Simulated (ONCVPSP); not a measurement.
Pseudopotential generation for samarium: ONCV, PBE, scalar-relativistic.

```json
{
 "Element": "Sm",
 "Generator": "ONCVPSP 4.0.1",
 "Type": "optimised norm-conserving Vanderbilt (ONCV)",
 "Functional": "PBE",
 "Relativity": "scalar-relativistic",
 "Frozen core": "[Kr] 4d10 5s2",
 "Valence charge": "14",
 "Reference configuration": "4f6 5p6 6s2",
 "Partial waves": "6s: rc 3.25 bohr, ncon 5, nbas 10, qcut 2.5 1/bohr, 1 projector; 5p: rc 2.30 bohr, ncon 4, nbas 8, qcut 5.9 1/bohr, 1 projector; d scattering state at 0.05 Ha: rc 2.75 bohr, ncon 4, nbas 8, qcut 4.1 1/bohr, 2 projectors, debl 3.9 Ha; 4f: rc 1.60 bohr, ncon 5, nbas 9, qcut 9.7 1/bohr, 2 projectors, debl 2.5 Ha",
 "Local potential": "polynomial inside 1.50 bohr (lpopt 5, dvloc0 2 Ha)",
 "Core correction": "none"
}
```

All-electron outer shells of the reference configuration (PBE, scalar-relativistic, ld1.x):

```json
{"shell": "5p", "level (eV)": "-23.23", "outermost node (bohr)": "0.73", "outermost maximum (bohr)": "1.43"}
{"shell": "6s", "level (eV)": "-3.58", "outermost node (bohr)": "1.70", "outermost maximum (bohr)": "3.66"}
{"shell": "4f", "level (eV)": "-2.47", "outermost node (bohr)": "–", "outermost maximum (bohr)": "0.61"}
```

(1) Estimate the cutoffs (Ha) at which the residual kinetic energy of the hardest occupied pseudo-wave falls to 1 and 0.1 mHa per electron.

(2) What does a ghost test show?

(3) Which valence shell sets the plane-wave cutoff?

## Answers

(1) 57 Ha and 128 Ha.

(2) Ghosts flagged at negative energy: s at -102.2 eV; no localised positive-energy state flagged. A true bound ghost makes a file unfit for plane-wave use.

(3) 4f: 57 Ha for 1 mHa per electron, against 9 Ha for 5p.

Tests left out (the all-electron energies of this program are off by 10 to 40 meV for near-neutral 4f atoms).
